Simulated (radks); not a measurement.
Task: The mean radii <r> (bohr) of the occupied orbitals of an atom or ion are listed with their occupations. Calculated with a radial shooting solver on a logarithmic mesh with Libxc functionals: scalar-relativistic Kohn-Sham, Wu-Cohen GGA, spin-polarised, spherical densities, finite nucleus; Fermi nuclear charge, rms radius of each element as measured or else 0.836 A^(1/3) + 0.57 fm.

| orbital | occ. | <r> |
|---|---|---|
| 1s up | 1 | 0.03708 |
| 1s down | 1 | 0.03708 |
| 2s up | 1 | 0.1627 |
| 2s down | 1 | 0.1626 |
| 2p up | 3 | 0.1417 |
| 2p down | 3 | 0.1417 |
| 3s up | 1 | 0.4587 |
| 3s down | 1 | 0.4587 |
| 3p up | 3 | 0.4623 |
| 3p down | 3 | 0.4623 |
| 3d up | 5 | 0.4527 |
| 3d down | 5 | 0.4526 |
| 4s up | 1 | 1.215 |
| 4s down | 1 | 1.208 |
| 4p up | 3 | 1.373 |
| 4p down | 3 | 1.360 |
| 4d up | 2 | 2.136 |
| 5s up | 1 | 3.348 |
| 4f up | 1 | 16.44 |

Name the element and its charge. Open shells, if any, are filled with parallel spins first.

Result: Z = 40, zirconium, charge 0: Zr in [Kr] 4d2 5s1 4f1. The 1s radius gives Z: for a bare nucleus <r> = (2 gamma + 1)/(2Z) with gamma = sqrt(1 - (Z/c)^2), 0.03641 bohr for Z = 40, and screening makes it slightly larger (0.03708 here). The occupations add up to 40, and the charge is Z minus that.
